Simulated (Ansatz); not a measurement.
Ansatz (a program for electronic structure) job for Si(F)3(NHSiH3) (F3H4NSi2), SMILES F[Si](F)(F)N[SiH3], B3LYP-D3(BJ)/def2-SVP. 

Ansatz 0.2 input:
```yaml
crystal:
  periodic: [false, false, false]
  atoms:
    - {symbol: F, position_ang: [2.03655272, 0.57604478, -0.67541523]}
    - {symbol: Si, position_ang: [0.72742365, 0.20126407, 0.13231974]}
    - {symbol: F, position_ang: [0.42441006, 1.41331551, 1.10535717]}
    - {symbol: F, position_ang: [1.12423979, -0.97577532, 1.11532614]}
    - {symbol: N, position_ang: [-0.54899067, -0.17003080, -0.91277752]}
    - {symbol: Si, position_ang: [-2.18088292, -0.60490779, -0.45617883]}
    - {symbol: H, position_ang: [-0.33834297, -0.14704428, -1.89531361]}
    - {symbol: H, position_ang: [-2.84674938, -0.80842440, -1.74210926]}
    - {symbol: H, position_ang: [-2.75894253, 0.50055318, 0.30637806]}
    - {symbol: H, position_ang: [-2.13142396, -1.82612183, 0.34710196]}
basis:
  gaussian:
    orbitals: def2-SVP
hamiltonian:
  xc: b3lyp
  dispersion: d3bj
relax: {f_tol: 0.002, max_steps: 200}
```

Output:

```
[...]
relax step  22: F+E_penalty+E_count = -25456.30036938 eV  Δ(F+E_penalty+E_count) = -3.457e-4 eV  max|allowed force component| = 1.968e-2 eV/Å  Δτ_max = 0.0285 Å  (24 SCF iters, accepted)
these checks for a lower state are left out or cut short: starts, cluster_reference, orbital_swaps, neighbouring_geometries, increment
integrals: 0.07 GiB planned
1122 factors; integrals over basis functions are off by at most 5.5e-4 eV
mean field: 0.54 GiB planned
mean field evaluation 128: about -25455.9013 eV, gradient 1.4e-2 eV
mean field -25455.91008467 eV, -935.4874409759 hartree, gradient 5.6e-5 eV, S^2 0.000000; 0 other end points of the search recorded, 0 dependent functions left out
the calculation of the forces begins
reference -25455.91033591 eV, -935.4874502091 hartree; 33, 33 occupied and 79, 79 virtual orbitals, 1122 factors
relax step  23: F+E_penalty+E_count = -25456.30060942 eV  Δ(F+E_penalty+E_count) = -2.400e-4 eV  max|allowed force component| = 1.476e-2 eV/Å  Δτ_max = 0.0385 Å  (24 SCF iters, accepted)
these checks for a lower state are left out or cut short: starts, cluster_reference, orbital_swaps, neighbouring_geometries, increment
integrals: 0.07 GiB planned
1122 factors; integrals over basis functions are off by at most 5.5e-4 eV
mean field: 0.54 GiB planned
mean field -25455.91018766 eV, -935.4874447609 hartree, gradient 2.3e-5 eV, S^2 0.000000; 0 other end points of the search recorded, 0 dependent functions left out
the calculation of the forces begins
reference -25455.91043892 eV, -935.4874539944 hartree; 33, 33 occupied and 79, 79 virtual orbitals, 1122 factors
relax step  24: F+E_penalty+E_count = -25456.30064270 eV  Δ(F+E_penalty+E_count) = -3.328e-5 eV  max|allowed force component| = 6.262e-3 eV/Å  Δτ_max = 0.0095 Å  (22 SCF iters, accepted)
these checks for a lower state are left out or cut short: starts, cluster_reference, orbital_swaps, neighbouring_geometries, increment
integrals: 0.07 GiB planned
1122 factors; integrals over basis functions are off by at most 5.5e-4 eV
mean field: 0.54 GiB planned
mean field -25455.91035451 eV, -935.4874508924 hartree, gradient 5.9e-5 eV, S^2 0.000000; 0 other end points of the search recorded, 0 dependent functions left out
the calculation of the forces begins
reference -25455.91060580 eV, -935.4874601272 hartree; 33, 33 occupied and 79, 79 virtual orbitals, 1122 factors
relax step  25: F+E_penalty+E_count = -25456.30066929 eV  Δ(F+E_penalty+E_count) = -2.659e-5 eV  max|allowed force component| = 4.555e-3 eV/Å  Δτ_max = 0.0033 Å  (20 SCF iters, accepted)
these checks for a lower state are left out or cut short: starts, cluster_reference, orbital_swaps, neighbouring_geometries, increment
integrals: 0.07 GiB planned
1122 factors; integrals over basis functions are off by at most 5.5e-4 eV
mean field: 0.54 GiB planned
mean field -25455.91038277 eV, -935.4874519310 hartree, gradient 1.7e-5 eV, S^2 0.000000; 0 other end points of the search recorded, 0 dependent functions left out
the calculation of the forces begins
reference -25455.91063406 eV, -935.4874611659 hartree; 33, 33 occupied and 79, 79 virtual orbitals, 1122 factors
relax step  26: F+E_penalty+E_count = -25456.30068151 eV  Δ(F+E_penalty+E_count) = -1.222e-5 eV  max|allowed force component| = 6.832e-3 eV/Å  Δτ_max = 0.0064 Å  (22 SCF iters, accepted)
these checks for a lower state are left out or cut short: starts, cluster_reference, orbital_swaps, neighbouring_geometries, increment
integrals: 0.07 GiB planned
1122 factors; integrals over basis functions are off by at most 5.5e-4 eV
mean field: 0.54 GiB planned
mean field -25455.91040793 eV, -935.4874528555 hartree, gradient 1.7e-5 eV, S^2 0.000000; 0 other end points of the search recorded, 0 dependent functions left out
the calculation of the forces begins
reference -25455.91065921 eV, -935.4874620899 hartree; 33, 33 occupied and 79, 79 virtual orbitals, 1122 factors
relax step  27: F+E_penalty+E_count = -25456.30068803 eV  Δ(F+E_penalty+E_count) = -6.524e-6 eV  max|allowed force component| = 1.034e-2 eV/Å  Δτ_max = 0.0070 Å  (22 SCF iters, accepted)
these checks for a lower state are left out or cut short: starts, cluster_reference, orbital_swaps, neighbouring_geometries, increment
integrals: 0.07 GiB planned
1122 factors; integrals over basis functions are off by at most 5.6e-4 eV
mean field: 0.54 GiB planned
mean field -25455.91044105 eV, -935.4874540729 hartree, gradient 2.5e-5 eV, S^2 0.000000; 0 other end points of the search recorded, 0 dependent functions left out
the calculation of the forces begins
reference -25455.91069233 eV, -935.4874633070 hartree; 33, 33 occupied and 79, 79 virtual orbitals, 1122 factors
relax step  28: F+E_penalty+E_count = -25456.30069670 eV  Δ(F+E_penalty+E_count) = -8.668e-6 eV  max|allowed force component| = 1.072e-2 eV/Å  Δτ_max = 0.0150 Å  (22 SCF iters, accepted)
these checks for a lower state are left out or cut short: starts, cluster_reference, orbital_swaps, neighbouring_geometries, increment
integrals: 0.07 GiB planned
1122 factors; integrals over basis functions are off by at most 5.6e-4 eV
mean field: 0.54 GiB planned
mean field evaluation 160: about -25455.9008 eV, gradient 4.5e-1 eV
mean field -25455.91046438 eV, -935.4874549301 hartree, gradient 2.5e-5 eV, S^2 0.000000; 0 other end points of the search recorded, 0 dependent functions left out
the calculation of the forces begins
reference -25455.91071563 eV, -935.4874641635 hartree; 33, 33 occupied and 79, 79 virtual orbitals, 1122 factors
relax step  29: F+E_penalty+E_count = -25456.30070839 eV  Δ(F+E_penalty+E_count) = -1.169e-5 eV  max|allowed force component| = 1.043e-2 eV/Å  Δτ_max = 0.0137 Å  (22 SCF iters, accepted)
these checks for a lower state are left out or cut short: starts, cluster_reference, orbital_swaps, neighbouring_geometries, increment
integrals: 0.07 GiB planned
1122 factors; integrals over basis functions are off by at most 5.6e-4 eV
mean field: 0.54 GiB planned
mean field -25455.91047200 eV, -935.4874552102 hartree, gradient 8.6e-6 eV, S^2 0.000000; 0 other end points of the search recorded, 0 dependent functions left out
the calculation of the forces begins
reference -25455.91072324 eV, -935.4874644432 hartree; 33, 33 occupied and 79, 79 virtual orbitals, 1122 factors
relax step  30: F+E_penalty+E_count = -25456.30072264 eV  Δ(F+E_penalty+E_count) = -1.425e-5 eV  max|allowed force component| = 1.571e-2 eV/Å  Δτ_max = 0.0148 Å  (23 SCF iters, accepted)
these checks for a lower state are left out or cut short: starts, cluster_reference, orbital_swaps, neighbouring_geometries, increment
integrals: 0.07 GiB planned
1122 factors; integrals over basis functions are off by at most 5.6e-4 eV
mean field: 0.54 GiB planned
mean field -25455.91045676 eV, -935.4874546500 hartree, gradient 9.9e-6 eV, S^2 0.000000; 0 other end points of the search recorded, 0 dependent functions left out
the calculation of the forces begins
reference -25455.91070799 eV, -935.4874638826 hartree; 33, 33 occupied and 79, 79 virtual orbitals, 1122 factors
relax step  31: F+E_penalty+E_count = -25456.30073540 eV  Δ(F+E_penalty+E_count) = -1.276e-5 eV  max|allowed force component| = 1.739e-2 eV/Å  Δτ_max = 0.0160 Å  (23 SCF iters, accepted)
these checks for a lower state are left out or cut short: starts, cluster_reference, orbital_swaps, neighbouring_geometries, increment
integrals: 0.07 GiB planned
1122 factors; integrals over basis functions are off by at most 5.6e-4 eV
mean field: 0.54 GiB planned
mean field -25455.91043767 eV, -935.4874539486 hartree, gradient 1.8e-5 eV, S^2 0.000000; 0 other end points of the search recorded, 0 dependent functions left out
the calculation of the forces begins
reference -25455.91068889 eV, -935.4874631809 hartree; 33, 33 occupied and 79, 79 virtual orbitals, 1122 factors
relax step  32: F+E_penalty+E_count = -25456.30074203 eV  Δ(F+E_penalty+E_count) = -6.626e-6 eV  max|allowed force component| = 1.279e-2 eV/Å  Δτ_max = 0.0116 Å  (22 SCF iters, accepted)
these checks for a lower state are left out or cut short: starts, cluster_reference, orbital_swaps, neighbouring_geometries, increment
integrals: 0.07 GiB planned
1122 factors; integrals over basis functions are off by at most 5.6e-4 eV
mean field: 0.54 GiB planned
mean field -25455.91041931 eV, -935.4874532739 hartree, gradient 1.3e-5 eV, S^2 0.000000; 0 other end points of the search recorded, 0 dependent functions left out
the calculation of the forces begins
reference -25455.91067053 eV, -935.4874625060 hartree; 33, 33 occupied and 79, 79 virtual orbitals, 1122 factors
relax step  33: F+E_penalty+E_count = -25456.30074612 eV  Δ(F+E_penalty+E_count) = -4.095e-6 eV  max|allowed force component| = 4.725e-3 eV/Å  Δτ_max = 0.0091 Å  (22 SCF iters, accepted)
these checks for a lower state are left out or cut short: starts, cluster_reference, orbital_swaps, neighbouring_geometries, increment
integrals: 0.07 GiB planned
1122 factors; integrals over basis functions are off by at most 5.6e-4 eV
mean field: 0.54 GiB planned
mean field evaluation 192: about -25455.9104 eV, gradient 6.2e-5 eV
mean field -25455.91041095 eV, -935.4874529667 hartree, gradient 6.6e-5 eV, S^2 0.000000; 0 other end points of the search recorded, 0 dependent functions left out
the calculation of the forces begins
reference -25455.91066215 eV, -935.4874621980 hartree; 33, 33 occupied and 79, 79 virtual orbitals, 1122 factors
relax step  34: F+E_penalty+E_count = -25456.30074740 eV  Δ(F+E_penalty+E_count) = -1.275e-6 eV  max|allowed force component| = 1.721e-3 eV/Å  Δτ_max = 0.0038 Å  (19 SCF iters, accepted)
these checks for a lower state are left out or cut short: starts, cluster_reference, orbital_swaps, neighbouring_geometries, increment
integrals: 0.07 GiB planned
1122 factors; integrals over basis functions are off by at most 5.6e-4 eV
mean field: 0.54 GiB planned
mean field -25455.91041797 eV, -935.4874532245 hartree, gradient 2.6e-5 eV, S^2 0.000000; 0 other end points of the search recorded, 0 dependent functions left out
the calculation of the forces begins
reference -25455.91066917 eV, -935.4874624560 hartree; 33, 33 occupied and 79, 79 virtual orbitals, 1122 factors
relax step  35: F+E_penalty+E_count = -25456.30074852 eV  Δ(F+E_penalty+E_count) = -1.125e-6 eV  max|allowed force component| = 1.183e-3 eV/Å  Δτ_max = 0.0022 Å  (19 SCF iters, accepted)
integrals: 0.07 GiB planned
1122 factors; integrals over basis functions are off by at most 5.6e-4 eV
mean field: 0.54 GiB planned
mean field -25455.91041797 eV, -935.4874532245 hartree, gradient 2.6e-5 eV, S^2 0.000000; 1 other end points of the search recorded, 0 dependent functions left out
the calculation of the forces begins
reference -25455.91066917 eV, -935.4874624560 hartree; 33, 33 occupied and 79, 79 virtual orbitals, 1122 factors
Total energy: -25456.30099973 eV, -935.5018068394 hartree
Atom 0 at     1.635930     1.342206    -0.457218 Å, force    -0.000289    -0.000731    -0.000004 eV/Å
Atom 1 at     0.781356     0.128742     0.153594 Å, force     0.000324     0.000246    -0.000194 eV/Å
Atom 2 at     0.091091     0.631062     1.513656 Å, force     0.000224    -0.000296    -0.000138 eV/Å
Atom 3 at     1.861428    -0.999973     0.521428 Å, force    -0.000308     0.000476    -0.000053 eV/Å
Atom 4 at    -0.457294    -0.414762    -0.860732 Å, force    -0.000683     0.000481     0.001183 eV/Å
Atom 5 at    -2.186402    -0.428919    -0.502696 Å, force     0.000428     0.000197    -0.000189 eV/Å
Atom 6 at    -0.192805    -0.774276    -1.774823 Å, force     0.000667    -0.000169    -0.000605 eV/Å
Atom 7 at    -2.849084    -0.993641    -1.709524 Å, force    -0.000114    -0.000166    -0.000025 eV/Å
Atom 8 at    -2.692967     0.945849    -0.242112 Å, force    -0.000152     0.000137     0.000048 eV/Å
Atom 9 at    -2.483960    -1.277415     0.683115 Å, force    -0.000097    -0.000175    -0.000022 eV/Å
Dipole moment:    -0.294285    -0.195031    -0.397514 e Å
```

The calculation finished and met its thresholds.
